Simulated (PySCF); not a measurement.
CH8O3Si2. Atoms are numbered in the order given.

```xyz
14

O     -0.3582     1.6106     0.9949
C     -0.5714     0.6061    -0.0062
Si    -2.1282    -0.3506     0.4926
Si     0.9637    -0.4511    -0.1813
O      2.1659     0.6947     0.0278
O      0.9351    -1.1213    -1.6995
H      0.5542     1.9215     0.8808
H     -0.7695     1.0475    -1.0114
H     -1.9148    -1.0240     1.8083
H     -2.4186    -1.3894    -0.5439
H     -3.2913     0.5771     0.6056
H      1.1463    -1.5230     0.8451
H      3.0202     0.4134     0.3729
H      1.4637    -1.9098    -1.8632
```
Charge 0, spin multiplicity 1.

Geometry: r2SCAN-D4/def2-SVP. The structure was generated by enumeration; whether it is a known compound was not checked. One conformer was computed; it need not be the lowest.

Level of theory: PySCF with PBE/pcSseg-1.

GIAO shieldings, no solvent; atoms listed in one row are averaged. δ = σ(ref) − σ: ¹⁷O against H2O (σ = 334.3 ppm); ¹³C against TMS (σ = 182.0 ppm); ²⁹Si against TMS (σ = 335.4 ppm); ¹H against TMS (σ = 31.49 ppm), references at their B3LYP-D3(BJ)/def2-TZVP geometries, non-relativistic.

```json
[
 {"nucleus": "¹⁷O", "atoms": "O6", "count": "1", "δ (ppm)": "78.0"},
 {"nucleus": "¹⁷O", "atoms": "O5", "count": "1", "δ (ppm)": "70.7"},
 {"nucleus": "¹⁷O", "atoms": "O1", "count": "1", "δ (ppm)": "12.0"},
 {"nucleus": "¹³C", "atoms": "C2", "count": "1", "δ (ppm)": "53.8"},
 {"nucleus": "²⁹Si", "atoms": "Si4", "count": "1", "δ (ppm)": "-16.1"},
 {"nucleus": "²⁹Si", "atoms": "Si3", "count": "1", "δ (ppm)": "-71.4"},
 {"nucleus": "¹H", "atoms": "H12", "count": "1", "δ (ppm)": "5.58"},
 {"nucleus": "¹H", "atoms": "H9, H10, H11", "count": "3", "δ (ppm)": "4.34"},
 {"nucleus": "¹H", "atoms": "H8", "count": "1", "δ (ppm)": "4.00"},
 {"nucleus": "¹H", "atoms": "H13, H14", "count": "2", "δ (ppm)": "2.41"},
 {"nucleus": "¹H", "atoms": "H7", "count": "1", "δ (ppm)": "1.84"}
]
```
